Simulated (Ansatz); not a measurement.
System: SnO2H3, charge 0, doublet. SnO2H3 (SMILES [O][SnH2][OH], doublet).
B3LYP-D3(BJ)/def2-TZVP minimum from Ansatz (a quantum-chemistry and plane-wave program):
```xyz
6

Sn     0.2706     0.0203    -0.0221
O     -0.8645     1.5911     0.4802
O     -0.9002    -1.5547    -0.2117
H      1.3034    -0.3822     1.2645
H      0.9428     0.4814    -1.5234
H     -1.6592    -1.4066    -0.7857
```
Charge 0, spin multiplicity 2.

Atomisation energy term by term, kcal/mol (programs: Ansatz). Radicals and triplets start from unrestricted determinants; spin-orbit coupling is neglected. Cores are frozen in correlated methods (noble-gas shells, and filled d and f shells in the p block). Past Kr the def2 sets carry scalar-relativistic core potentials. CBS(X,Y): correlation extrapolated as X^-3, Hartree-Fock from the larger set. A bracket is a step between two methods taken in the basis named. Where a partner has so few electrons that a lower coupled-cluster level is exact, that level stands in. Spin-orbit terms, left out, reach several kcal/mol for Br and I, and more for heavier atoms.

| term | basis | kcal/mol |
|---|---|---|
| Hartree-Fock | def2-QZVPP | 243.04 |
| CCSD correlation | CBS(def2-TZVPP,def2-QZVPP) | 136.08 |
| (T) | CBS(def2-TZVPP,def2-QZVPP) | 8.79 |
| CCSDT(Q) - CCSD(T) | def2-SVP | 1.06 |
| sum: De |  | 389.0 |
